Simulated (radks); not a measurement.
Values are calculated unless marked as measured or tabulated.
Q: Bi1.25+, 81.75 electrons, occupied as [Xe] 4f14 5d10 6p(up 1.5, down 1.5) 6s(up 0.5, down 0.25) (fractional occupations, a model configuration). Level of theory: scalar-relativistic Kohn-Sham, PBE, spin-polarised, spherical densities, finite nucleus; Fermi nuclear charge, rms radius 5.5211 fm (a radial shooting solver on a logarithmic mesh with Libxc functionals). Some entries of the table are withheld. Estimate them.

| orbital | occ. | eigenvalue (eV) | <1/r> (bohr^-1) |
|---|---|---|---|
| 1s up | 1 | -90629.98 | 103.2 |
| 1s down | 1 | -90629.97 | 103.2 |
| 2s up | 1 | -16295.66 | 24.25 |
| 2s down | 1 | -16295.66 | 24.25 |
| 2p up | 3 | -13947.52 | 21.22 |
| 2p down | 3 | -13947.52 | 21.22 |
| 3s up | 1 | -3943.348 | 8.988 |
| 3s down | 1 | -3943.343 | 8.988 |
| 3p up | 3 | -3272.080 | 8.110 |
| 3p down | 3 | -3272.075 | 8.110 |
| 3d up | 5 | -2596.284 | 7.603 |
| 3d down | 5 | -2596.280 | 7.603 |
| 4s up | 1 | -914.8463 | 3.877 |
| 4s down | 1 | -914.8386 | 3.877 |
| 4p up | 3 | -694.7887 | 3.480 |
| 4p down | 3 | -694.7801 | 3.480 |
| 4d up | 5 | -442.7751 | 3.131 |
| 4d down | 5 | -442.7650 | 3.131 |
| 5s up | 1 | -170.3044 | 1.644 |
| 5s down | 1 | -170.2859 | 1.644 |
| 4f up | 7 | -165.2972 | 2.745 |
| 4f down | 7 | -165.2861 | 2.745 |
| 5p up | 3 | -108.5035 | 1.410 |
| 5p down | 3 | -108.4769 | 1.410 |
| 5d up | 5 | (1) | 1.070 |
| 5d down | 5 | (2) | 1.072 |
| 6s up | 0.5 | (3) | 0.6153 |
| 6s down | 0.25 | (4) | 0.6149 |
| 6p up | 1.5 | -14.3846 | 0.4696 |
| 6p down | 1.5 | -14.2225 | 0.4677 |

A: 
(1) 5d up eigenvalue (eV): -39.5385
(2) 5d down eigenvalue (eV): -39.4603
(3) 6s up eigenvalue (eV): -25.6101
(4) 6s down eigenvalue (eV): -25.4082
